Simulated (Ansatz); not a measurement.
Compare A (`[SiH3]C1C=N1`) with its isomer B (`C1=C[SiH2]N1`).

Computed with Ansatz on PBE0-D4/def2-TZVP structures; ΔE is electronic, products minus reactants. CBS: MP2 limit from def2 TZ/QZ plus the TZ coupled-cluster correction, frozen cores. Functionals use def2-TZVPP.

(1) Which is lower in electronic energy at CCSD(T)/CBS, and by how much? (Estimate.)

(2) Give E(B) − E(A) in kcal/mol with LDA (SPW92), PBE0-D4, BLYP-D4, ωB97M-V, r2SCAN-D4, CCSD(T)/def2-TZVPP, PBE-D4. (Best estimate.)

(3) Does the order hold for the free energy at 298.15 K (harmonic terms from PBE0-D4)? (Estimate.)

Largest T1 diagnostic: 0.013.

Answers

(1) The calculation gave: B, by 39.1 kcal/mol.

(2) Ansatz gave: LDA (SPW92) -44.4, PBE0-D4 -40.2, BLYP-D4 -35.7, ωB97M-V -39.3, r2SCAN-D4 -39.7, CCSD(T)/def2-TZVPP -37.3, PBE-D4 -37.9. None reverses the order clearly.

(3) Ansatz gave: Yes: G(B) − G(A) = -35.1 kcal/mol.

From r2SCAN to r2SCAN0 (25 % exact exchange), in def2-TZVPP and without D4, E(B) − E(A) moves by −1.8 kcal/mol. At CCSD(T), def2-SVP lies +8.2 kcal/mol from the extrapolated value and def2-TZVPP +1.8 kcal/mol.
